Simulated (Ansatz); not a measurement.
Relaxation of FGeH$_{4}$O (7 atoms, charge 0, multiplicity 2), to a largest force component of 0.03 eV/Å in at most 50 steps.

Level of theory: UKS B3LYP-D4/def2-SVP in Ansatz 0.2.0.

```xyz
7
Properties=species:S:1:pos:R:3:forces:R:3
Ge 0.011 0.021 -0.107 0.01 0.01 -1.10
F -0.003 0.016 1.610 0.00 0.00 0.89
H 1.474 -0.042 -0.572 -0.01 0.00 -0.01
H -0.772 1.267 -0.554 0.00 0.00 0.00
O -0.815 -1.467 -0.602 0.03 -0.03 0.02
H -1.293 -1.888 0.127 -0.02 0.02 -0.03
H 0.008 0.004 3.738 0.00 0.00 0.22
```

Where does it end, and by what steps?

It converged. After 6 steps the energy has fallen by 0.090 eV; H7 moved furthest, 0.49 Å.

```csv
step,energy less start (eV),largest force component (eV/Å),accepted
0,0.0000,1.105,yes
1,-0.0324,0.515,yes
2,-0.0584,0.281,yes
3,-0.0763,0.197,yes
4,-0.0766,0.583,yes
5,-0.0895,0.102,yes
6,-0.0904,0.025,yes
```

```xyz
7
Properties=species:S:1:pos:R:3
Ge 0.047 -0.017 -0.151
F 0.202 0.123 1.587
H 1.455 -0.020 -0.750
H -0.895 1.127 -0.566
O -0.634 -1.610 -0.511
H -1.539 -1.726 -0.191
H -0.026 0.033 4.224
```

Whether the end is a true minimum wasn't checked by a vibrational analysis.

Run time: 18 s on 2 threads of Arm Neoverse V1, on a shared host, peak memory 0.21 GiB.
